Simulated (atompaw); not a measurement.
Varying the PAW (atompaw) potential for Mg (Z = 12)

Base potential:

Mg, PAW, made with atompaw 4.2.0.5 (PBE, scalar-relativistic). Core [Ne], reference 3s2 3p0. Waves: 3s (bound): rc 2.95 bohr; 3s channel at 4.35 Ry: rc 3.00 bohr; 3p (bound, empty): rc 3.00 bohr; 3p channel at 0.8 Ry: rc 3.00 bohr; 3d channel at 0.05 Ry: rc 3.00 bohr. Local part: troulliermartins scheme with l = 3 at 1 Ry, radius 2.65 bohr. Core correction: smooth core density matched at 2.55 bohr. Augmentation charge: sinc compensation charge, radius 2.40 bohr; PAW radius 3.00 bohr; waves and projectors: custom rrkj vanderbiltortho.

Cutoffs, loose and tight: the cutoffs (Ry, on a coarse ladder) from which the occupation-weighted sum of valence levels, in a spherical-Bessel basis at the reference potential, stays within 10 and 1 mRy of its value at 400 Ry. They see the waves, projectors and local potential, not the compensation charge or the core. A dash means not determined.

A true bound ghost makes a file unfit for plane-wave use even where its test errors are small: the radial tests pick states by their node count and pass the ghost by.

```csv
change,outcome,"cutoff, loose","cutoff, tight",bound ghosts
base,generated,6 Ry,6 Ry,none
"all radii scaled by about 0.95 (s 2.80, p 2.84, d 2.84 bohr); local potential troulliermartins scheme with l = 3 at 1 Ry, radius 2.52 bohr; augmentation sinc compensation charge, radius 2.28 bohr; PAW radius 2.84 bohr; waves and projectors: custom rrkj vanderbiltortho; core correction smooth core density matched at 2.42 bohr",generated,6 Ry,6 Ry,none
"augmentation besselshape compensation charge, radius 2.40 bohr; PAW radius 3.00 bohr; waves and projectors: custom rrkj vanderbiltortho","generated, no UPF (negative core plus compensation charge)",6 Ry,6 Ry,none
reference 3s1 3p0,generated,6 Ry,6 Ry,none
"augmentation sinc compensation charge, radius 2.40 bohr; PAW radius 3.00 bohr; waves and projectors: modrrkj vanderbiltortho",generated,6 Ry,6 Ry,none
"core [He] 2s2, valence charge 8; reference 2p6 3s1 3p0; waves now 3s (bound): rc 1.75 bohr; 3s channel at -0.05 Ry: rc 1.75 bohr; 2p (bound): rc 0.75 bohr; 3p (bound): rc 1.15 bohr; 3d channel at 0.4 Ry: rc 1.65 bohr; 3d channel at 2.1 Ry: rc 1.65 bohr; local potential troulliermartins scheme with l = 3 at 1 Ry, radius 1.70 bohr; core correction smooth core density matched at 1.15 bohr; augmentation sinc compensation charge, radius 1.45 bohr; PAW radius 1.75 bohr; waves and projectors: custom rrkj vanderbiltortho",generated,140 Ry,260 Ry,s
wave 3s channel at 4.35 Ry: rc 3.00 bohr becomes 3s channel at -0.13 Ry: rc 3.00 bohr,generated,6 Ry,6 Ry,none
wave 3s channel at 4.35 Ry: rc 3.00 bohr becomes 3s channel at 4.35 Ry: rc 2.26 bohr,generated,6 Ry,6 Ry,none
"augmentation sinc compensation charge, radius 2.00 bohr; PAW radius 3.00 bohr; waves and projectors: custom rrkj vanderbiltortho","generated, no UPF (negative core plus compensation charge)",6 Ry,6 Ry,none
core correction smooth core density matched at 2.78 bohr,"generated, no UPF (negative core plus compensation charge)",6 Ry,6 Ry,none
```
